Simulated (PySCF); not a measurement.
Spinor energies of Yb⁴⁴⁺ (ytterbium, charge +44)

Start: [Ar] 3d8; 3d3/2 filled at m_j = -3/2, -1/2, +1/2, +3/2; 3d5/2 filled at m_j = -1/2, +1/2, +3/2, +5/2. Calculated with PySCF 2.14 in an even-tempered Gaussian basis (16 s from 10 bohr⁻², ratio 2.8; 13 p from 13 bohr⁻², ratio 2.8; 8 d from 13 bohr⁻², ratio 2.8; 3 f from 49 bohr⁻², ratio 3): generalised Hartree-Fock with the X2C-1e Hamiltonian and a Gaussian nucleus; one run each with spin-orbit coupling (SO) switched off, then screened by Boettger's factors.

```
spinor shell  electrons  ε, spin-free (eV)  ε, screened SO (eV)  weight of nominal j (screened SO)  rms radius, screened SO (bohr)
       1s1/2          2           -63974.3             -63957.7                              1.000                          0.0223
       2s1/2          2           -12844.2             -12838.4                              1.000                          0.0898
       2p1/2          2           -11596.6             -12348.4                              1.000                          0.0765
       2p3/2          4           -11596.6             -11282.5                              1.000                          0.0834
       3s1/2          2            -4529.1              -4527.4                              1.000                           0.225
       3p1/2          2            -4141.7              -4320.9                              0.999                           0.216
       3p3/2          4            -4141.7              -4065.5                              1.000                           0.229
       3d3/2          4            -3710.8              -3741.5                              0.992                           0.200
       3d5/2          4            -3710.8              -3687.7                              0.995                           0.203
```

```tsv
quantity	spin-free	screened SO
E (hartree)	-12632.82553	-12647.00333
M_J	4	4
⟨J²⟩	20.000	20.000
⟨L²⟩	12.000	13.014
⟨S²⟩	2.000	1.805
```

Each row is a mean over spinors that exchange with the open shell spreads, by up to 36.722 eV (3p3/2).

Breit and QED terms are absent; they matter most for the inner s and p1/2 levels.

Densities and radii are taken from the X2C orbitals without a picture-change correction, which distorts them close to the nucleus.

Without spin-orbit coupling the j labels of p, d and f shells carry no meaning; the spin-free column gives the mean over the occupied spinors of each nl shell.
